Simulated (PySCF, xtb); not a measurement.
CH₉NSi₂, SMILES C[Si@@H](N)[SiH3].

GFN2-xTB in xtb at its own geometry gives an orbital gap of 4.29 eV and a dipole moment of 1.01 D.

Geometry: PBE0-D3(BJ)/def2-SVP. The structure was generated by enumeration; whether it is a known compound was not checked. The values are those of a single conformer.

Q: What does PBE/def2-TZVP (PySCF) give? (An estimate is asked for; the answer gives what the named calculation found.)

A: gap 4.97 eV (levels -5.65 and -0.68 eV), dipole 1.14 D.
